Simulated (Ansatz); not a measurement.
Born–Oppenheimer molecular dynamics of C2H4AlClFN (10 atoms, charge 0, multiplicity 1). It starts from a relaxed structure.

Computed with RKS PBE-D4/STO-3G in Ansatz.

```json
{
  "ensemble": "NVE (velocity Verlet)",
  "time step": "0.5 fs",
  "steps asked": "459",
  "starting velocities drawn for": "500 K",
  "seed": "443242"
}
```

Frames 5 fs apart, positions in Å.

Velocities at 130.0 fs (Å/ps):

```
N -0.76 2.27 -0.82
C -4.37 -0.60 -0.06
F -0.65 2.48 3.68
C 0.43 4.93 -1.19
Al -1.61 -0.51 -0.97
Cl 2.76 -2.15 0.54
H 24.28 -6.18 -10.23
H 17.29 -14.01 7.19
H 6.20 19.28 -16.29
H -32.07 -39.77 -16.71
```

```xyz
10
Properties=species:S:1:pos:R:3 time_fs=130.0 energy_less_start_eV=0.184 T=323
N -0.842 -0.627 0.573
C 0.792 -0.264 0.486
F 1.558 -1.311 0.884
C 0.747 0.247 -1.033
Al -0.351 1.185 0.220
Cl -1.684 2.805 0.601
H -1.157 -1.387 -0.123
H -1.155 -0.930 1.552
H 0.455 -0.531 -1.779
H 1.666 0.736 -1.188
10
Properties=species:S:1:pos:R:3 time_fs=135.0 energy_less_start_eV=0.230 T=280
N -0.844 -0.618 0.570
C 0.763 -0.264 0.484
F 1.558 -1.302 0.904
C 0.727 0.260 -1.027
Al -0.361 1.184 0.213
Cl -1.669 2.792 0.604
H -1.060 -1.379 -0.125
H -1.048 -1.005 1.524
H 0.482 -0.416 -1.865
H 1.784 0.676 -1.364
10
Properties=species:S:1:pos:R:3 time_fs=140.0 energy_less_start_eV=0.210 T=297
N -0.837 -0.616 0.566
C 0.737 -0.264 0.479
F 1.559 -1.293 0.926
C 0.735 0.280 -1.034
Al -0.374 1.190 0.204
Cl -1.652 2.779 0.606
H -1.082 -1.394 -0.145
H -0.979 -1.085 1.521
H 0.399 -0.374 -1.891
H 1.677 0.632 -1.358
10
Properties=species:S:1:pos:R:3 time_fs=145.0 energy_less_start_eV=0.254 T=257
N -0.828 -0.636 0.559
C 0.731 -0.268 0.471
F 1.557 -1.281 0.946
C 0.723 0.288 -1.047
Al -0.384 1.200 0.193
Cl -1.637 2.766 0.610
H -1.177 -1.351 -0.144
H -0.980 -1.073 1.498
H 0.273 -0.378 -1.788
H 1.770 0.764 -1.298
10
Properties=species:S:1:pos:R:3 time_fs=150.0 energy_less_start_eV=0.245 T=264
N -0.822 -0.658 0.549
C 0.738 -0.269 0.463
F 1.551 -1.266 0.961
C 0.717 0.303 -1.044
Al -0.389 1.204 0.181
Cl -1.625 2.758 0.615
H -1.274 -1.337 -0.163
H -1.062 -1.022 1.530
H 0.276 -0.423 -1.794
H 1.637 0.760 -1.274
10
Properties=species:S:1:pos:R:3 time_fs=155.0 energy_less_start_eV=0.282 T=230
N -0.827 -0.669 0.539
C 0.745 -0.264 0.458
F 1.549 -1.250 0.972
C 0.685 0.297 -1.032
Al -0.388 1.196 0.172
Cl -1.618 2.757 0.623
H -1.268 -1.347 -0.139
H -1.150 -0.945 1.494
H 0.445 -0.388 -1.844
H 1.692 0.793 -1.392
10
Properties=species:S:1:pos:R:3 time_fs=160.0 energy_less_start_eV=0.217 T=291
N -0.841 -0.659 0.527
C 0.744 -0.255 0.461
F 1.551 -1.236 0.980
C 0.690 0.288 -1.047
Al -0.386 1.178 0.167
Cl -1.615 2.761 0.632
H -1.196 -1.427 -0.147
H -1.203 -0.908 1.504
H 0.516 -0.423 -1.921
H 1.595 0.764 -1.333
10
Properties=species:S:1:pos:R:3 time_fs=165.0 energy_less_start_eV=0.248 T=263
N -0.863 -0.643 0.515
C 0.737 -0.248 0.467
F 1.557 -1.222 0.984
C 0.705 0.257 -1.084
Al -0.389 1.159 0.162
Cl -1.616 2.770 0.643
H -1.092 -1.453 -0.114
H -1.174 -0.920 1.480
H 0.468 -0.445 -1.867
H 1.702 0.864 -1.211
10
Properties=species:S:1:pos:R:3 time_fs=170.0 energy_less_start_eV=0.249 T=261
N -0.881 -0.630 0.509
C 0.730 -0.246 0.470
F 1.563 -1.210 0.987
C 0.744 0.245 -1.091
Al -0.397 1.144 0.153
Cl -1.617 2.779 0.654
H -1.071 -1.480 -0.133
H -1.121 -0.978 1.493
H 0.445 -0.513 -1.903
H 1.656 0.772 -1.216
10
Properties=species:S:1:pos:R:3 time_fs=175.0 energy_less_start_eV=0.227 T=283
N -0.892 -0.641 0.508
C 0.732 -0.248 0.464
F 1.569 -1.198 0.989
C 0.759 0.224 -1.071
Al -0.409 1.141 0.137
Cl -1.619 2.788 0.665
H -1.144 -1.413 -0.158
H -1.076 -1.012 1.474
H 0.529 -0.466 -1.854
H 1.789 0.691 -1.392
10
Properties=species:S:1:pos:R:3 time_fs=180.0 energy_less_start_eV=0.233 T=276
N -0.891 -0.660 0.508
C 0.744 -0.251 0.455
F 1.574 -1.190 0.992
C 0.788 0.218 -1.046
Al -0.423 1.147 0.117
Cl -1.618 2.795 0.676
H -1.281 -1.371 -0.220
H -1.093 -1.038 1.482
H 0.510 -0.563 -1.871
H 1.724 0.590 -1.393
10
Properties=species:S:1:pos:R:3 time_fs=185.0 energy_less_start_eV=0.310 T=203
N -0.883 -0.678 0.502
C 0.754 -0.250 0.452
F 1.581 -1.188 0.996
C 0.789 0.192 -1.044
Al -0.436 1.156 0.096
Cl -1.616 2.799 0.685
H -1.343 -1.319 -0.192
H -1.156 -1.042 1.453
H 0.461 -0.554 -1.717
H 1.827 0.656 -1.308
```

Of the whole run (230 fs, mean temperature of the second half 252 K): The conserved energy stayed within 0.48 meV per atom of its start (net change 0.25 meV per atom), so the integration is sound. The temperature averaged 0.50 of the 500 K drawn at the start: a run that starts near a minimum puts about half its kinetic energy into the potential. A run of 0.23 ps of so small a system gives no equilibrium averages. Limits of this set-up: minimal basis.

Time of the run: 16 min on 1 thread of Arm Neoverse V2, on a shared host, peak memory 0.097 GiB.
